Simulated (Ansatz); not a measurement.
Coupled-cluster run, `O[Si](O)(Cl)[SiH](F)Cl`.

```yaml
crystal:
  periodic: [false, false, false]
  atoms:
    - {symbol: O, position_ang: [0.225611, -1.619192, -1.077867]}
    - {symbol: Si, position_ang: [-0.234784, -0.668678, 0.154382]}
    - {symbol: O, position_ang: [0.454394, -1.212073, 1.532607]}
    - {symbol: Cl, position_ang: [-2.276703, -0.675824, 0.423547]}
    - {symbol: Si, position_ang: [0.421312, 1.499976, -0.431400]}
    - {symbol: F, position_ang: [0.176700, 2.439677, 0.837417]}
    - {symbol: Cl, position_ang: [-0.739210, 2.178366, -1.967405]}
    - {symbol: H, position_ang: [0.117226, -2.570277, -1.006627]}
    - {symbol: H, position_ang: [0.016068, -1.020347, 2.363806]}
    - {symbol: H, position_ang: [1.839405, 1.648371, -0.828461]}
basis:
  gaussian: {orbitals: def2-TZVPP}
correlation: {method: ccsd_t}
```

```sh
$ ansatz run in.yaml --threads 2 --pin off --events-out ev --progress --plain --max-ram 31744MiB --backend cuda --devices 0, --max-vram 18GiB
```

Output of Ansatz, abridged:

```
Functional definition: HF
1843 factors; integrals over basis functions are off by at most 7.6e-4 eV
mean field evaluation 1: about -47565.8504 eV, gradient 5.5e1 eV
mean field evaluation 2: about -47566.2641 eV, gradient 5.6e1 eV
mean field evaluation 4: about -47571.8369 eV, gradient 3.5e0 eV
mean field evaluation 8: about -47571.9220 eV, gradient 2.9e-1 eV
mean field -47571.92238771 eV, -1748.2359023410 hartree, gradient 8.2e-6 eV, S^2 0.000000; 0 other end points of the search recorded, 0 dependent functions left out
23 core orbitals not correlated: weight in the atoms' cores, before any rotation towards them, 1.000 or more for the frozen orbitals, at most 0.000 for the correlated occupied ones
reference -47571.92238771 eV, -1748.2359023410 hartree; 22, 22 occupied and 258, 258 virtual orbitals, 1843 factors
second order -36.17186837 eV of doubles, -0.00000000 eV of singles
cycle   1  -36.57136747 eV  change   -4.0e-1 eV  update   1.2e-1
cycle   2  -37.31879720 eV  change   -7.5e-1 eV  update   3.5e-2
cycle   3  -37.49511047 eV  change   -1.8e-1 eV  update   1.8e-2
cycle   4  -37.47438294 eV  change    2.1e-2 eV  update   3.9e-3
cycle   5  -37.47109880 eV  change    3.3e-3 eV  update   1.8e-3
cycle   6  -37.47228952 eV  change   -1.2e-3 eV  update   5.5e-4
cycle   7  -37.47201273 eV  change    2.8e-4 eV  update   2.1e-4
cycle   8  -37.47190647 eV  change    1.1e-4 eV  update   6.2e-5
cycle   9  -37.47193414 eV  change   -2.8e-5 eV  update   2.5e-5
perturbative correction -1.40772451 eV, -0.0517329217 hartree
Total energy: -47610.80204636 eV, -1749.6647034431 hartree
```

Hardware: 2 threads of an AMD EPYC 7R13 on a shared host and a share of an NVIDIA H100 80 GB. Wall time 4.9 s, peak host memory 0.87 GiB.

Correlation energy per correlated electron: -0.884 eV. T1 diagnostic: 0.0115.
